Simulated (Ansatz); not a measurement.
Computed with Ansatz on PBE0-D4/def2-TZVP structures; ΔE is electronic, products minus reactants. CCSD(T)/CBS is the MP2 limit (def2-TZVPP, def2-QZVPP) plus CCSD(T) − MP2 in def2-TZVPP, frozen cores. This one scheme is used for every species, atoms too. Functionals use def2-TZVPP. No spin–orbit coupling; open shells (•) take unrestricted orbitals. Spin–orbit coupling would lower the free atoms: a little for S; clearly for Br, Ga. Bonds to Br, Ga are less sure, by a few kJ/mol each and by 10 to 20 or more in all where they break to atoms, as the def2 sets lack core-valence functions. Scalar relativity is left out up to krypton. One conformer a species, not always the lowest.

`[SH][Ga][Br]`• → Br• + Ga• + H• + S•  (atomization)

Question: What is ΔE at CCSD(T)/CBS? (Best estimate.)

Answer: Ansatz gave: +936.9 kJ/mol.

Question: What do these levels give: B97M-V, r2SCAN0-D4, CAM-B3LYP, LC-ωPBE, MP2/def2-QZVPP, MP2/CBS(def2)? (Estimate.)

Answer: Computed: B97M-V 950.0, r2SCAN0-D4 945.8, CAM-B3LYP 904.5, LC-ωPBE 915.5, MP2/def2-QZVPP 956.1, MP2/CBS(def2) 967.0 kJ/mol.

Largest T1 diagnostic among the species: 0.013.

From BLYP to BHLYP (50 % exact exchange), in def2-TZVPP and without D4, ΔE moves by −14.0 kJ/mol: exact exchange takes away binding that semilocal exchange gives to molecules. At CCSD(T), def2-SVP lies −82.5 kJ/mol from the extrapolated value and def2-TZVPP −24.2 kJ/mol: correlation converges slowly with the basis, and small sets miss more of it in the bonded molecule than in its fragments.

For atomizations the MP2-based limit and the directly extrapolated one differ by several kJ/mol either way, and by 10 to 25 for some Ge, Se and Sn compounds, so smaller differences from it don't rank the levels.
